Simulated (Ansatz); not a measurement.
Relaxation of CH5Cl2InO (10 atoms, charge 0, multiplicity 1), to a largest force component of 0.03 eV/Å in at most 50 steps.

Computed with RKS CAM-B3LYP/def2-SVP in Ansatz.

```xyz
10
Properties=species:S:1:pos:R:3:forces:R:3
In -1.018 -0.835 -0.746 0.47 0.40 0.29
C 0.540 -0.870 0.764 -0.29 -0.27 -0.18
Cl -0.816 -1.707 -2.906 -0.01 -0.02 0.00
Cl -3.143 0.057 -0.309 0.00 -0.02 0.00
H 1.114 1.384 0.273 0.02 0.26 -0.10
O 0.726 2.017 -0.348 -0.16 -0.36 0.02
H 1.521 -0.755 0.282 -0.04 -0.02 -0.01
H 0.356 -0.068 1.489 -0.03 -0.01 0.01
H 0.510 -1.835 1.288 0.04 0.03 -0.01
H 0.210 2.613 0.212 -0.01 0.01 -0.02
```

**Question.** Where does it end, and by what steps?

**Answer.** The run converged. After 12 steps the energy has fallen by 0.710 eV; H10 moved furthest, 1.22 Å. Joined: In1–O6 (3.37 → 2.34 Å).

```json
{"step": "0", "energy less start (eV)": "0.0000", "largest force component (eV/Å)": "0.471", "accepted": "yes"}
{"step": "1", "energy less start (eV)": "-0.0735", "largest force component (eV/Å)": "1.924", "accepted": "yes"}
{"step": "2", "energy less start (eV)": "-0.1741", "largest force component (eV/Å)": "1.769", "accepted": "yes"}
{"step": "3", "energy less start (eV)": "-0.3324", "largest force component (eV/Å)": "1.687", "accepted": "yes"}
{"step": "4", "energy less start (eV)": "-0.4861", "largest force component (eV/Å)": "1.190", "accepted": "yes"}
{"step": "5", "energy less start (eV)": "-0.5921", "largest force component (eV/Å)": "0.498", "accepted": "yes"}
{"step": "6", "energy less start (eV)": "-0.6382", "largest force component (eV/Å)": "0.558", "accepted": "yes"}
{"step": "7", "energy less start (eV)": "-0.6677", "largest force component (eV/Å)": "0.760", "accepted": "yes"}
{"step": "8", "energy less start (eV)": "-0.6912", "largest force component (eV/Å)": "0.618", "accepted": "yes"}
{"step": "9", "energy less start (eV)": "-0.7061", "largest force component (eV/Å)": "0.270", "accepted": "yes"}
{"step": "10", "energy less start (eV)": "-0.7087", "largest force component (eV/Å)": "0.110", "accepted": "yes"}
{"step": "11", "energy less start (eV)": "-0.7098", "largest force component (eV/Å)": "0.031", "accepted": "yes"}
{"step": "12", "energy less start (eV)": "-0.7099", "largest force component (eV/Å)": "0.013", "accepted": "yes"}
```

```xyz
10
Properties=species:S:1:pos:R:3
In -0.545 -0.398 -0.534
C 0.642 -1.259 1.022
Cl -0.500 -1.101 -2.779
Cl -2.580 0.769 -0.046
H 0.874 2.193 -0.182
O 0.213 1.800 -0.768
H 1.688 -1.336 0.696
H 0.578 -0.647 1.932
H 0.265 -2.266 1.243
H -0.636 2.246 -0.584
```

Whether the end is a true minimum wasn't checked by a vibrational analysis.

Run time: 60 s on 4 threads of Arm Neoverse N1 (shared host), peak memory 0.36 GiB.
